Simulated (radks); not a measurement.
Removal energies from the titanium ion Ti3+, [Ar] 3d1, by Delta-SCF beside the eigenvalue of the level emptied. Calculated with a radial shooting solver on a logarithmic mesh with Libxc functionals: scalar-relativistic Kohn-Sham, PBE, spin-polarised, spherical densities, finite nucleus; Fermi nuclear charge, rms radius of each element as measured or else 0.836 A^(1/3) + 0.57 fm. Open shells are filled with parallel spins first.

removed from       final configuration  Delta-SCF (eV)  -eigenvalue (eV)
3d                                [Ar]          43.550            35.177
3p                    [Ne] 3s2 3p5 3d1          79.403            70.322
3s                    [Ne] 3s1 3p6 3d1          103.87            94.435
2p            [He] 2s2 2p5 3s2 3p6 3d1          505.22            478.03
